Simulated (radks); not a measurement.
Results of a calculation; reference values are marked as such.
All-electron atom: the xenon ion Xe2+ in [Kr] 4d10 5s2 5p4 (the NIST ground configuration). Code: a radial shooting solver on a logarithmic mesh with Libxc functionals. Model: Dirac Kohn-Sham, PBE, spin-unpolarised, spherical densities, point nucleus; open shells are shared between the two j in proportion to 2j + 1.

Spin-orbit splittings of the eigenvalues, e(l+1/2) - e(l-1/2), with zeta = 2 splitting/(2l+1) and mean radii in bohr:

| shell | occ. | splitting (eV) | zeta (eV) | <r> j=l-1/2 | <r> j=l+1/2 |
|---|---|---|---|---|---|
| 2p | 6 | 324.6 | 216.4 | 0.09620 | 0.1020 |
| 3p | 6 | ? | ? | 0.2962 | 0.3078 |
| 3d | 10 | 13.03 | 5.213 | 0.2787 | 0.2824 |
| 4p | 6 | 12.30 | 8.203 | 0.7456 | 0.7733 |
| 4d | 10 | 1.992 | 0.7969 | 0.8684 | 0.8791 |
| 5p | 4 | 1.539 | 1.026 | 2.037 | 2.116 |

Estimate the 3p splitting.

Answer. 61.66 eV (zeta = 41.11 eV).
